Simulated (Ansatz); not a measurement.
Isolated molecules relaxed with PBE0-D4/def2-TZVP in Ansatz; ΔE leaves out vibrations. CBS: MP2 limit from def2 TZ/QZ plus the TZ coupled-cluster correction, frozen cores. DFT in def2-TZVPP. B3LYP here is the variant with VWN-RPA as its local correlation; programs differ in this. HSE06 is defined as in plane-wave codes. Elements past krypton have def2 core potentials. For In outer-core shells are correlated without core-valence functions, which leaves a few kJ/mol of doubt a bond. One conformer a species, not always the lowest.

Consider the cleavage of the Si–Si bond: `OCO[SiH2][SiH3]` + `[OH][In]([OH])[SH]` → `[OH][In]([SH])[O][SiH3]` + `OCO[SiH3]`.

| level | ΔE (kJ/mol) | difference from CCSD(T)/CBS |
| --- | --- | --- |
| LDA (SPW92) | -82.8 | 28.5 |
| PBE-D4 | -79.5 | 31.8 |
| revPBE-D4 | -79.0 | 32.3 |
| BLYP-D4 | -98.1 | 13.2 |
| r2SCAN-D4 | -101.0 | 10.3 |
| B97M-V | -104.8 | 6.5 |
| PBE0-D4 | -90.4 | 20.9 |
| B3LYP-D4 | -106.1 | 5.2 |
| r2SCANh-D4 | -103.1 | 8.2 |
| r2SCAN0-D4 | -106.2 | 5.1 |
| HSE06-D4 | -90.4 | 20.9 |
| BHLYP-D4 | -120.5 | -9.2 |
| CAM-B3LYP-D4 | -113.6 | -2.3 |
| ωB97M-V | -111.2 | 0.1 |
| B2PLYP | -113.1 | -1.8 |
| PBE-QIDH | -107.0 | 4.3 |
| PBE | -79.7 | 31.6 |
| revPBE | -78.0 | 33.3 |
| BLYP | -98.3 | 13.0 |
| r2SCAN | -101.1 | 10.2 |
| PBE0 | -90.6 | 20.7 |
| B3LYP | -106.4 | 4.9 |
| r2SCANh | -103.2 | 8.1 |
| r2SCAN0 | -106.3 | 5.0 |
| HSE06 | -90.5 | 20.8 |
| BHLYP | -120.5 | -9.2 |
| CAM-B3LYP | -113.7 | -2.4 |
| LC-ωPBE | -99.5 | 11.8 |
| RPA@PBE/def2-TZVPP | -112.6 | -1.3 |
| HF/def2-SVP | -131.0 | -19.7 |
| MP2/def2-SVP | -119.5 | -8.2 |
| CCSD/def2-SVP | -114.3 | -3.0 |
| HF/def2-TZVPP | -137.2 | -25.9 |
| MP2/def2-TZVPP | -119.8 | -8.5 |
| CCSD/def2-TZVPP | -114.7 | -3.4 |
| CCSD(T)/def2-TZVPP | -111.6 | -0.3 |
| HF/def2-QZVPP | -139.6 | -28.3 |
| MP2/def2-QZVPP | -120.4 | -9.1 |
| HF/CBS(def2) | -139.9 | -28.6 |
| CCSD/CBS(def2) | -114.5 | -3.2 |
| CCSD(T)/CBS | -111.3 | 0 |

Largest T1 diagnostic among the species: 0.016.

From r2SCAN to r2SCAN0 (25 % exact exchange), in def2-TZVPP and without D4, ΔE moves by −5.2 kJ/mol. In def2-TZVPP, CCSD(T) changes the Hartree–Fock value by +25.6 kJ/mol (the triples alone add +3.2 kJ/mol) and MP2 by +17.5 kJ/mol.

CCSD(T)/CBS has its own doubt, a few kJ/mol and more with outer-core shells, so smaller differences from it don't rank the levels.
